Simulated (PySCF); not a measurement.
## NMR parameters of In(NH3)Cl3

In(NH3)Cl3, Cl3H3InN, point group C1.

Bonds: In1-N2 2.301 Å, In1-Cl6 2.348 Å, In1-Cl7 2.343 Å, In1-Cl8 2.343 Å. N2 carries H3, H4, H5.

GIAO calculations in PySCF on the PBE0-D3(BJ)/def2-SVP structure: isolated species, scalar relativity only through the core potential, equivalent atoms averaged; basis pcSseg-1 (def2-TZVP on In).

(1) Give the isotropic shieldings (ppm) with PBE0, wB97X-D.

(2) And the chemical shifts, against references computed in the same way?

(3) Which part of the shielding of Cl6/Cl7/Cl8 depends on the functional?

Answers

(1) 
| atoms | environment | PBE0 | wB97X-D |
| --- | --- | --- | --- |
| Cl6/Cl7/Cl8 | chlorine bonded to In | 968 | 984 |
| N2 | nitrogen bonded to In, 3 H | 229.0 | 229.5 |
| H3/H4/H5 | hydrogen on a nitrogen bonded to In | 29.43 | 29.48 |
| HOMO–LUMO gap (eV) | – | 6.89 | 10.49 |

(2) 
```json
{"atoms": "Cl6/Cl7/Cl8", "nucleus, reference": "³⁵Cl, HCl", "PBE0": "-25", "wB97X-D": "-45"}
{"atoms": "N2", "nucleus, reference": "¹⁵N, NH3", "PBE0": "36.7", "wB97X-D": "34.5"}
{"atoms": "H3/H4/H5", "nucleus, reference": "¹H, TMS", "PBE0": "1.84", "wB97X-D": "1.90"}
```

(3) Diamagnetic: PBE0 1148, wB97X-D 1148 ppm; paramagnetic: PBE0 -180, wB97X-D -164 ppm. The diamagnetic part, set mainly by inner electrons, hardly moves; the paramagnetic part goes with low-lying magnetically allowed excitations and carries the spread.

In is described by an effective core potential, so it has no shielding of its own here; spin–orbit effects on the atoms bonded to it, which can be large, are absent, and the values of these neighbours are rough. Experimental scales use liquid or dissolved standards, which lie at an offset from isolated NH3 (liquid NH3: subtract about 20 ppm).
